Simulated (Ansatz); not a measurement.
Hg₂Cl₄⁺, 6 atoms. Hardware: 4 threads of Arm Neoverse V1 on a shared host.

In the def2 sets Hg takes a core potential; there is no spin–orbit coupling. Correlated methods freeze 20 core orbitals; core or outer-core shells of Hg are correlated, in sets that lack core-valence functions.

Problem. How many basis functions does each of these Ansatz runs have, and roughly what does it cost? r2SCAN-D4/def2-TZVP, charge 1 doublet, energy, from earlier orbitals; PBE0-D4/def2-SVP, charge 1 doublet, relaxation, 25 steps; PBE-D4/def2-SVP, charge 1 doublet, energy with a search over starts; r2SCANh-D4/def2-TZVP, charge 1 doublet, energy, from earlier orbitals; HF/def2-TZVP, charge 1 doublet, energy, from earlier orbitals; CCSD(T)/def2-SVP, charge 1 doublet, energy, from earlier orbitals; MP2/def2-TZVP, charge 1 doublet, energy, from earlier orbitals; r2SCAN0-D4/def2-TZVP, charge 1 doublet, energy, from earlier orbitals; PBE-D4/def2-SVP, charge 1 doublet, energy, from earlier orbitals; PBE0-D4/def2-TZVP, charge 1 doublet, energy, from earlier orbitals; PBE0-D4/def2-SVP, charge 1 doublet, energy, from earlier orbitals; PBE-D4/def2-TZVP, charge 1 doublet, energy and forces, from earlier orbitals.

Solution. Other jobs shared the machine, so times can vary by a factor of up to 3. A dash marks memory too small to be measured apart from the calling script's.

| run | functions | fitting or Cholesky vectors | wall time | peak host memory (GiB) |
| --- | --- | --- | --- | --- |
| PBE-D4/def2-SVP, charge 1 doublet, energy, from earlier orbitals | 136 | 1406 | 3.9 s | – |
| PBE0-D4/def2-SVP, charge 1 doublet, energy, from earlier orbitals | 136 | 1289 | 6 s | – |
| PBE-D4/def2-TZVP, charge 1 doublet, energy and forces, from earlier orbitals | 234 | 1804 | 8 s | – |
| PBE-D4/def2-SVP, charge 1 doublet, energy with a search over starts | 136 | 1406 | 9 s | – |
| HF/def2-TZVP, charge 1 doublet, energy, from earlier orbitals | 234 | 1579 | 10 s | 0.95 |
| MP2/def2-TZVP, charge 1 doublet, energy, from earlier orbitals | 234 | 1579 | 14 s | 0.95 |
| PBE0-D4/def2-TZVP, charge 1 doublet, energy, from earlier orbitals | 234 | 1579 | 15 s | 0.92 |
| r2SCAN-D4/def2-TZVP, charge 1 doublet, energy, from earlier orbitals | 234 | 1804 | 21 s | – |
| r2SCAN0-D4/def2-TZVP, charge 1 doublet, energy, from earlier orbitals | 234 | 1579 | 26 s | 1 |
| r2SCANh-D4/def2-TZVP, charge 1 doublet, energy, from earlier orbitals | 234 | 1804 | 31 s | 1.3 |
| PBE0-D4/def2-SVP, charge 1 doublet, relaxation, 25 steps | 136 | 1389 | 2 min | – |
| CCSD(T)/def2-SVP, charge 1 doublet, energy, from earlier orbitals | 136 | 1289 | 4.8 min | 3.1 |
